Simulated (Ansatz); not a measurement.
Born–Oppenheimer molecular dynamics of ClH7OSi2 (11 atoms, charge 0, multiplicity 1). It starts at the highest image of a converged band. Of that band: Neighbouring images differ by up to 1.6 eV, so the band resolves the path poorly. A vibrational analysis at the climbing image gives one clearly imaginary mode, 1023i cm⁻¹: a first-order saddle point.

These are results of RKS PBE-D4/def2-SVP in Ansatz, not measurements.

```
ensemble                      : NVE (velocity Verlet)
time step                     : 0.5 fs
steps asked                   : 200
starting velocities drawn for : 300 K
seed                          : 3511
```

First frame:

```xyz
11
Properties=species:S:1:pos:R:3
Si 0.111 -0.100 -0.013
H 0.510 0.214 1.634
H 1.419 0.463 -0.472
H -1.083 0.797 0.068
Cl -0.425 -1.204 -1.823
O 0.097 -1.700 0.908
Si -0.171 -3.380 0.527
H 0.854 -3.839 -0.458
H 0.030 -4.053 1.853
H -1.573 -3.566 0.047
H 0.371 -0.982 1.711
```

(1) How far do the bonds stretch over the last three quarters of this one trajectory? (Pairs bonded in most of those frames.)

## Answers

(1) 
```tsv
bond	mean (Å)	spread (Å)	shortest	longest
Si1–H2	1.512	0.032	1.46	1.59
Si1–H3	1.508	0.011	1.49	1.53
Si1–H4	1.505	0.029	1.46	1.55
Si1–Cl5	2.167	0.123	1.97	2.31
O6–Si7	1.723	0.026	1.69	1.77
O6–H11	0.977	0.007	0.96	0.99
Si7–H8	1.508	0.052	1.43	1.59
Si7–H9	1.514	0.017	1.49	1.55
Si7–H10	1.500	0.009	1.49	1.52
```

Pairs bonded in part of these frames only: Si1–O6 16 %.

Mean temperature of the second half: 729 K. The conserved energy stayed within 0.085 meV per atom of its start (net change 0.019 meV per atom), so the integration is sound. The kinetic energy rose, since the run started high on the potential surface and went downhill. It ends in pieces (ClH3Si + H4OSi), so much of that is their flight and rotation, not heat. A run of 0.1 ps of so small a system gives no equilibrium averages. The orbitals stay closed-shell, which can raise the energy where a bond breaks towards radicals; this wasn't checked here.

Time of the run: 6.9 min on 2 threads of Arm Neoverse V1 (shared host), peak memory 0.14 GiB.
